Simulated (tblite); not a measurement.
Species: C2H8B3N3O.
SMILES with atom numbers: `[CH3:1][B:2]1[NH:3][BH:4][NH:5][BH:6][N:7]1[CH:8]=[O:9]` (hydrogens: H10, H11, H12 on C1; H13 on N3; H14 on B4; H15 on N5; H16 on B6; H17 on C8)

Computed with GFN2-xTB (tblite), gas phase: Langevin dynamics at 300 K from the optimised GFN2-xTB geometry, time step 0.5 fs, friction 0.01 fs⁻¹, 2000 steps.

Start geometry:
```
atom  x, y, z in Å
C1     -1.546   -1.625   -0.074
B2     -0.628   -0.326   -0.028
N3     -1.222    0.956   -0.035
B4     -0.502    2.177    0.005
N5      0.910    2.071    0.052
B6      1.601    0.845    0.065
N7      0.820   -0.379    0.025
C8      1.484   -1.584    0.040
O9      2.674   -1.742    0.105
H10    -1.399   -2.259    0.798
H11    -2.603   -1.369   -0.107
H12    -1.340   -2.239   -0.949
H13    -2.230    1.003   -0.071
H14    -1.048    3.214   -0.002
H15     1.455    2.919    0.079
H16     2.766    0.800    0.102
H17     0.802   -2.451   -0.014
```

The statistics below take the 31 frames saved every 25 fs from 250 to 1000 fs; their kinetic temperature (all 3N coordinates) averages 313 K.

Q: Give the mean, spread and extremes of the bond lengths.

A: 
| bond | start (Å) | mean (Å) | standard deviation (Å) | shortest (Å) | longest (Å) |
| --- | --- | --- | --- | --- | --- |
| C1–B2 | 1.591 | 1.603 | 0.030 | 1.532 | 1.666 |
| B2–N3 | 1.413 | 1.412 | 0.024 | 1.369 | 1.463 |
| N3–B4 | 1.418 | 1.426 | 0.022 | 1.377 | 1.485 |
| B4–N5 | 1.417 | 1.415 | 0.033 | 1.364 | 1.482 |
| N5–B6 | 1.407 | 1.420 | 0.038 | 1.340 | 1.517 |
| B6–N7 | 1.452 | 1.464 | 0.035 | 1.383 | 1.516 |
| N7–C8 | 1.376 | 1.378 | 0.038 | 1.301 | 1.446 |
| C8=O9 | 1.203 | 1.202 | 0.015 | 1.175 | 1.245 |
| B2–N7 | 1.451 | 1.455 | 0.031 | 1.402 | 1.537 |
| C1–H10 | 1.089 | 1.092 | 0.031 | 1.027 | 1.144 |
| C1–H11 | 1.088 | 1.094 | 0.035 | 1.037 | 1.159 |
| C1–H12 | 1.089 | 1.095 | 0.039 | 1.026 | 1.167 |
| N3–H13 | 1.009 | 1.013 | 0.030 | 0.945 | 1.102 |
| B4–H14 | 1.172 | 1.190 | 0.041 | 1.110 | 1.277 |
| N5–H15 | 1.008 | 1.012 | 0.019 | 0.986 | 1.063 |
| B6–H16 | 1.167 | 1.129 | 0.023 | 1.083 | 1.196 |
| C8–H17 | 1.104 | 1.111 | 0.029 | 1.051 | 1.167 |

Q: Give the same statistics for bond angles, one of each kind among heavy atoms.

A: 
```csv
angle,start (°),mean (°),standard deviation (°),smallest (°),largest (°)
C1–B2–N3,119.9,119.0,2.6,113.5,123.8
C1–B2–N7,123.2,123.5,3.6,117.8,131.0
N3–B2–N7,116.9,117.2,2.7,111.1,122.3
B2–N3–B4,124.6,123.9,2.5,119.1,128.8
N3–B4–N5,116.2,116.2,2.6,111.9,122.7
B4–N5–B6,123.7,123.5,3.0,116.9,129.0
N5–B6–N7,118.1,117.2,2.9,111.9,123.2
B6–N7–C8,118.6,117.8,3.6,110.0,125.2
B2–N7–B6,120.5,119.7,3.3,112.9,126.0
B2–N7–C8,120.9,122.0,3.9,113.6,129.2
N7–C8–O9,126.4,126.2,3.2,119.5,131.3
```

Q: How far does each atom move about its mean position (frames aligned on the start, all atoms weighted alike), and what rms force does it feel?

A: 
```csv
atom,rms displacement (Å),rms force (eV/Å)
C1,0.13,2.07
B2,0.09,1.50
N3,0.17,1.66
B4,0.11,1.74
N5,0.15,1.75
B6,0.15,2.35
N7,0.10,2.05
C8,0.19,1.98
O9,0.39,1.40
H10,0.42,1.09
H11,0.31,1.19
H12,0.41,1.23
H13,0.25,1.26
H14,0.24,1.02
H15,0.27,0.88
H16,0.30,1.36
H17,0.33,0.91
```

The displacements run from 0.09 to 0.42 Å.

Q: Follow the torsion B6–N7–C8–O9 through every second one of these frames.

A: 
```
t (fs)  B6–N7–C8–O9 (°)
   250                9
   300               13
   350              -17
   400               -2
   450               11
   500               12
   550               12
   600               18
   650              -22
   700              -13
   750              -22
   800              -14
   850               -7
   900                9
   950               15
  1000               -3
```

Largest departure from the start value over all these frames: B6–N7–C8–O9 29° (start 1°).

Q: How widely does the potential energy scatter, against a harmonic estimate?

A: Mean 0.63 eV above the start, standard deviation 0.131 eV, range 0.46 to 0.93 eV. For 45 classical harmonic modes at 300 K the canonical values are 45kT/2 = 0.58 eV and kT·√(45/2) = 0.123 eV.

The run is classical and short, so these are rough statistics of one trajectory.

What follows is the cost of the whole dynamics run. On an Intel Xeon at 2.60 GHz with one thread, no GPU, shared host with 96 logical CPUs at a one-minute load of 31, this took 14 s and 0.18 GiB of memory at its peak.
